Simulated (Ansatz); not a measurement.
Calculated with Ansatz (gas phase, PBE0-D4/def2-TZVP geometries, no zero-point term in ΔE). CBS: MP2 limit from def2 TZ/QZ plus the TZ coupled-cluster correction, frozen cores. Functionals use def2-TZVPP. def2 core potentials past Kr. For Sn outer-core shells are correlated without core-valence functions, which leaves a few kJ/mol of doubt a bond. Each species was taken in one conformer, which may not be the lowest.

Consider the substitution at a C–S bond: `C[S][Sn][NH2]` + `[OH][AlH][CH2]F` → `C[O][AlH][CH2]F` + `[NH2][Sn][SH]`.

CCSD(T)/CBS gives +40.7 kJ/mol.

Problem. Another level gave +31.8 kJ/mol. Which?
A. MP2/def2-TZVPP
B. HF/def2-TZVPP
C. PBE-D4/def2-TZVPP
D. ωB97X-V/def2-TZVPP

Solution. D. ωB97X-V 31.8, HF/def2-TZVPP 18.9, PBE-D4 38.5, MP2/def2-TZVPP 43.5 kJ/mol.

Largest T1 diagnostic among the species: 0.016.

In def2-TZVPP, CCSD(T) changes the Hartree–Fock value by +17.3 kJ/mol (the triples alone add +3.2 kJ/mol) and MP2 by +24.6 kJ/mol. The D4 term adds +4.3 kJ/mol with B3LYP and +2.2 kJ/mol with PBE0; it sums over pairs of atoms, weighted by their polarisabilities, and B3LYP, whose exchange is more repulsive, gets the larger term.

B3LYP here is the variant with VWN-RPA as its local correlation; programs differ in this.
